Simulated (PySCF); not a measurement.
Species: C3H8O4S2Si.
Numbering: `[O:1]=[S:2](=[O:3])([OH:4])[C@@H:5]1[CH2:6][S:7][C@H:8]1[O:9][SiH3:10]`

Geometry (GFN2-xTB, Å), atoms numbered from 1 in this order:
```
atom  x, y, z in Å
O1    -1.980    0.162    1.805
S2    -1.993   -0.318    0.460
O3    -2.048   -1.722    0.229
O4    -3.244    0.383   -0.285
C5    -0.631    0.374   -0.491
C6    -0.633   -0.137   -1.915
S7     1.092   -0.742   -1.791
C8     0.676   -0.267   -0.043
O9     1.531    0.573    0.578
Si10   3.033    0.264    1.158
H11   -3.765    0.882    0.347
H12   -0.641    1.452   -0.361
H13   -0.766    0.608   -2.697
H14   -1.327   -0.966   -2.046
H15    0.500   -1.185    0.530
H16    3.899   -0.173    0.064
H17    2.972   -0.778    2.182
H18    3.317    1.598    1.657
```

NICS is the negative of the GIAO shielding at a point without a nucleus: at the ring centre (0) and 1 Å above and below it (1); zz is the component along the ring normal. Level: GIAO PBE0/pcSseg-1 (PySCF, non-relativistic, gas phase) on the GFN2-xTB geometry, one conformer.

Ring bond lengths (Å), with Mayer bond orders in brackets: C5–C6 1.513 (0.95), C6–S7 1.833 (1.02), S7–C8 1.858 (1.04), C8–C5 1.523 (0.90).

Task: Give the NICS values of each ring in ppm.

Result: 
```csv
ring,type,NICS(0),"NICS(1), two faces","NICS(1)zz, two faces",rms pucker (Å),"centre to ring atoms, mean (Å)"
C5–C6–S7–C8,4-membered ring with S; formal bonds all single,-3.8,-1.6 / -0.2,3.9 / 6.9,0.07,1.18
```

Task: What do they say, and how far can they be read as aromaticity?

Result: 
- C5–C6–S7–C8: mean NICS(1)zz 5.4 ppm, deshielded. C5, C6, C8 have four or more neighbours; no verdict on aromaticity is drawn. The two faces differ by 3.0 ppm, so no symmetry operation interchanges them.

Task: Give the inner angles of the rings and the Hirshfeld charges of the ring atoms.

Result: 
- C5–C6–S7–C8: C5 97.8° (-0.047 e), C6 92.6° (-0.075 e), S7 76.6° (-0.018 e), C8 91.3° (+0.045 e); sum 358.4° against 360° for a flat convex ring.
